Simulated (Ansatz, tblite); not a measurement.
Cost and result up the ladder for [In(H2O)6]3+ (InO6H12³⁺) (19 atoms). The state is a singlet with charge 3. Geometry: PBE-D4/def2-SVP.

```xyz
19

In    0.000    0.000    0.001
O    -0.728   -1.556    1.400
H    -0.217   -2.115    2.031
H    -1.664   -1.576    1.713
O     0.762    1.507   -1.434
H     0.976    2.429   -1.155
H     0.669    1.533   -2.416
O    -2.131    0.577   -0.189
H    -2.705    0.216   -0.907
H    -2.590    1.382    0.149
O     2.125   -0.575    0.260
H     2.504   -1.381    0.682
H     2.836   -0.208   -0.317
O    -0.434   -1.476   -1.594
H    -0.699   -2.403   -1.385
H    -0.134   -1.482   -2.534
O     0.405    1.525    1.557
H     1.255    1.541    2.058
H    -0.232    2.065    2.080
```

Ansatz on 4 threads of Intel Xeon 6975P-C on a shared host; xTB runs through tblite on one thread. Times are rough, summed over both states, and most runs start from the orbitals of an earlier one. PBE0-D4/def2-TZVP serves as the yardstick here, not as an exact answer. The other state is a triplet.

In the def2 sets In takes a core potential; there is no spin–orbit coupling. The xTB rows come from tblite. HOMO above LUMO, or a gap near zero within one spin, warns that the state may not be the lowest or that an electron is smeared out.

xTB has no spin-polarisation term.

```csv
level,functions,wall time,vertical triplet (eV),difference from PBE0-D4/def2-TZVP (eV),remarks
GFN2-xTB,45,0.016 s,3.69,-2.81,–
GFN1-xTB,57,0.027 s,5.53,-0.97,–
PBE-D4/def2-TZVP,308,6.3 s,5.20,-1.30,gap within one spin near zero (triplet)
r2SCAN-D4/def2-TZVP,308,10 s,5.81,-0.69,gap within one spin near zero (triplet)
PBE0-D4/def2-TZVP,308,16 s,6.50,0.00,–
```
